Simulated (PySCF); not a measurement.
**Which determinant of MgBe lies lowest?**

Unrestricted PBE0; basis Mg pcseg-1, Be pcseg-1; no relativity; PySCF 2.14. Outer shells of the fragments: Mg 3s2; Be 2s2.

Followed along the bond (rough minima from three points):

```tsv
2Ms+1	unpaired	⟨S²⟩ at the start	R at minimum (Å)	Te (eV)
1	none	0.00	3.20	0.00
3	σ ↑↑	2.00	2.60	1.20
3	σ ↑, π ↑	2.03	2.40	1.27
1	σ ↑, π ↓	1.03	2.38	1.63
```

Solutions found at the starting distance of 2.315 Å, counted from the lowest of them; the search is not exhaustive and high or unbound solutions are not listed, so other states can lie among these:

```csv
2Ms+1,unpaired,term,E (eV),⟨S²⟩,⟨Lz²⟩,μ (D)
1,none,¹Σ⁺,0.00,0.00,0.00,-0.74
3,"σ ↑, π ↑",³Π,0.71,2.03,1.00,-2.53
3,σ ↑↑,³Σ⁺,0.82,2.00,0.00,-1.27
1,"σ ↑, π ↓",mixed,1.07,1.03,1.00,-2.47
3,π ↑↑,³Σ⁻,2.59,2.15,0.00,-4.45
1,π ↑↓,mixed,2.88,1.00,2.00,-4.49
```

A term symbol is given only where ⟨S²⟩ and ⟨Lz²⟩ are close to those of a pure state; real π, δ and φ orbitals otherwise mix terms. A positive dipole means Mg(−)Be(+).

Problem. Compare the gap between the two lowest followed solutions at the starting distance with the gap between their minima.

Solution. At PBE0 the second solution (triplet, unpaired electrons σ ↑↑) lies +0.82 eV from the first (singlet, closed shell) at 2.315 Å and +1.20 eV at the minima; the two curves relax by different amounts, since their minima lie near 2.60 and 3.20 Å.

Counting both spins, an empty level lies below a filled one in some of these solutions, because spin and occupation are held.
